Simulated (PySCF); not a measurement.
C5H8Cl2O.
SMILES with atom numbers: `[Cl:1][CH:2]([Cl:3])[C@H:4]1[CH2:5][CH2:6][O:7][CH2:8]1`

Probes without a nucleus sit at each ring's centroid and 1 Å off its mean plane on both sides; NICS is minus the shielding there, NICSzz its component along the normal. Level: GIAO PBE0/pcSseg-1 (PySCF, non-relativistic, gas phase) on the GFN2-xTB geometry, one conformer.

Ring bond lengths (Å), with Mayer bond orders in brackets: C4–C5 1.541 (1.00), C5–C6 1.543 (1.03), C6–O7 1.411 (0.93), O7–C8 1.404 (0.93), C8–C4 1.543 (0.99).

Problem. Give the NICS values of each ring in ppm.

Solution. 
| ring | type | NICS(0) | NICS(1), two faces | NICS(1)zz, two faces | rms pucker (Å) | centre to ring atoms, mean (Å) |
| --- | --- | --- | --- | --- | --- | --- |
| C4–C5–C6–O7–C8 | 5-membered ring with O; formal bonds all single | -7.6 | -3.6 / -4.2 | -6.7 / -5.8 | 0.17 | 1.25 |

Problem. What do they say, and how far can they be read as aromaticity?

Solution. 
- C4–C5–C6–O7–C8: mean NICS(1)zz -6.2 ppm, shielded. C4, C5, C6, C8 have four or more neighbours, so the value isn't read as a sign of a π ring current.

Problem. Give the inner angles of the rings and the Hirshfeld charges of the ring atoms.

Solution. 
- C4–C5–C6–O7–C8: C4 102.1° (-0.045 e), C5 103.9° (-0.080 e), C6 106.4° (+0.002 e), O7 106.0° (-0.153 e), C8 105.2° (-0.004 e); sum 523.5° against 540° for a flat convex ring.

Problem. How shielded are the nuclei of the rings and their hydrogens (means over atoms taken as equivalent)?

Solution. 
| atoms | environment | σ isotropic (ppm) |
| --- | --- | --- |
| C4 | sp3 CH carbon | 129.2 |
| C5 | ring CH2 carbon | 153.8 |
| C6 | sp3 carbon bound to oxygen | 115.1 |
| O7 | cyclic ether oxygen | 275.8 |
| C8 | sp3 carbon bound to oxygen | 111.8 |
| H on C4 | methine hydrogen | 29.17 |
| H on C5 | methylene hydrogen | 29.70 |
| H on C5 | methylene hydrogen | 29.72 |
| H on C6 | methylene hydrogen | 27.46 |
| H on C6 | methylene hydrogen | 28.06 |
| H on C8 | methylene hydrogen | 28.17 |
| H on C8 | methylene hydrogen | 27.39 |

Hardware: one thread, x86-64 server, on a shared host. Cost: 34 s wall. This is the whole shielding run at PBE0/pcSseg-1, SCF included.
